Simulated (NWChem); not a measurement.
SiH₄SO; SMILES O[SiH2]S

```xyz
7

Si    -0.4834     0.5741     0.0240
O      0.7303     1.7082     0.0041
S      0.2297    -1.4457    -0.0968
H     -1.2073     0.8225     1.2959
H     -1.3893     0.6745    -1.1568
H      1.3356     1.6755    -0.7433
H      0.8787    -1.4121     1.0885
```
Atoms are numbered in this order, from 1.

Results from NWChem. Pople sets run with spherical d functions. Coordinates come from a PBE0/def2-SVP optimisation. B3LYP is NWChem's, with the RPA form of VWN correlation. GIAO values for the isolated, static molecule; σ is the absolute isotropic shielding, δ = σ(reference) − σ with the isolated reference molecule computed at the same levels (1H: tetramethylsilane, 17O: water, 29Si: tetramethylsilane).

```tsv
level	δ Si1 (ppm)	δ O2 (ppm)	σ S3 (ppm)	δ H4 (ppm)	δ H5 (ppm)	δ H6 (ppm)	δ H7 (ppm)
LDA (Slater exchange, VWN5)/pcSseg-1	-7.2	73.0	635.9	5.71	5.75	1.18	1.35
PBE0/pcSseg-1	-11.9	52.7	671.8	5.24	5.25	1.10	1.13
BHandHLYP/pcSseg-1	-15.7	46.9	675.8	4.94	4.93	1.27	1.00
PBE/pcSseg-1	-12.7	64.6	644.0	5.45	5.49	0.97	1.01
B3LYP/6-311G**	-12.8	[?]	640.6	[?]	[?]	1.00	[?]
```

Complete the blanks.


- B3LYP/6-311G**, δ O2 (ppm): 61.4
- B3LYP/6-311G**, δ H4 (ppm): 5.29
- B3LYP/6-311G**, δ H5 (ppm): 5.20
- B3LYP/6-311G**, δ H7 (ppm): 1.06
